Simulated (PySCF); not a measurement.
C₃H₇BrGaN.
Geometry (PBE0-D3(BJ)/def2-SVP, Å), atoms numbered from 1 in this order:
```xyz
13
C3H7BrGaN angstrom
C      3.0858   -0.1036   -0.0734
C      1.9442    0.1538   -0.7236
Ga     0.2371   -0.0034    0.1733
Br     0.2442   -0.7372    2.3605
N     -1.4133    0.3516   -0.4674
C     -2.6736    0.2173    0.2207
H      3.0910   -0.4088    0.9797
H      4.0656   -0.0215   -0.5592
H      1.9949    0.4548   -1.7775
H     -1.5038    0.6706   -1.4259
H     -3.2306    1.1709    0.2692
H     -3.3376   -0.5311   -0.2502
H     -2.5008   -0.1094    1.2569
```

The calculation used PBE0-D3(BJ)/def2-SVP geometry optimisation, gas phase (PySCF 2.14.0).

Task: Which atoms are bound to Ga3, and at what distances?

Result: 3 atoms: N5 1.806 Å, C2 1.935 Å, Br4 2.307 Å. The nearest atom not counted as bound is H10, at 2.46 Å.

Task: List the angles at Ga3.

Result: 
| angle | degrees | distance of the outer atoms (Å) |
| --- | --- | --- |
| C2–Ga3–N5 | 128.8 | 3.37 |
| C2–Ga3–Br4 | 117.6 | 3.63 |
| Br4–Ga3–N5 | 113.7 | 3.45 |

Task: What is the shape at Ga3?

Result: Planar: angles 128.8°, 117.6° and 113.7°, sum 360.0°, 0.00 Å off the plane of its three neighbours.

Task: What are the other bond lengths?

Result: C1=C2 1.339 Å; N5–C6 1.442 Å; C1–H7 1.096 Å; C1–H8 1.097 Å; C2–H9 1.097 Å; N5–H10 1.014 Å; C6–H11, C6–H12, C6–H13 1.104 Å.

Task: Give some angles away from the centre.

Result: C1–C2–Ga3 120.8°, Ga3–N5–C6 127.7°.

Point group: near Cs, missed by 0.14 Å at most; the miss may be what the optimiser left on a soft mode. Charge 0, singlet. Not checked by PBE0-D3(BJ)/def2-SVP frequencies.

One conformer stands for the species.
